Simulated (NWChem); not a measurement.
Si2H4, singlet; SMILES [SiH][SiH3]

```xyz
6

Si     0.1248     1.3373     0.4861
H      1.1816     1.3556    -0.6263
Si    -0.0888    -1.0184     0.1143
H      1.2470    -1.6727     0.3224
H     -0.4973    -1.2511    -1.3122
H     -1.0830    -1.7035     0.9981
```
Atoms are numbered in this order, from 1.

Results from NWChem. Geometry optimised at PBE0/def2-SVP; all other runs use it. Pople sets run with spherical d functions. Low-valent species are run as closed-shell singlets; no triplet was tried in these runs.

| quantity | level | value |
|---|---|---|
| orbital gap (eV) | PBE/def2-TZVP | 1.44 |
| isotropic polarisability (bohr³) at 1065 nm | PBE0/aug-cc-pVDZ | 71.0 |
| −ε(LUMO) (eV) | BHandHLYP/6-31+G* | 2.44 |
| vertical, lowest state with f > 0.02, singlet (eV) | PBE0/def2-SVPD, TDA | 5.91 |
| dipole (D) | PBE0/def2-SVP | 0.26 |
| highest harmonic frequency (cm⁻¹) | PBE0/def2-SVP | 2224 |
